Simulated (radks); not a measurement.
Problem. These are the eigenvalues of the occupied orbitals of an atom or ion with whole-number occupations (Ry). Calculated with a radial shooting solver on a logarithmic mesh with Libxc functionals: scalar-relativistic Kohn-Sham, SOGGA, spin-unpolarised, spherical densities, finite nucleus; Fermi nuclear charge, rms radius of each element as measured or else 0.836 A^(1/3) + 0.57 fm.

| orbital | eigenvalue |
|---|---|
| 1s | -62.52246 |
| 2s | -4.06550 |
| 2p | -2.35586 |

Which element is it, and in what charge state? The configuration may be excited.

Solution. Z = 10, neon, charge +1: Ne+ in [He] 2s2 2p5. The list shows which subshells hold electrons but not how many an open one holds; the 1s level, -31.261 hartree, gives Z - s = 7.9 by -(Z - s)^2/2, which with screening and relativity narrows Z to a few neighbours, and the depths of the outer levels then fix element, charge and occupations together.
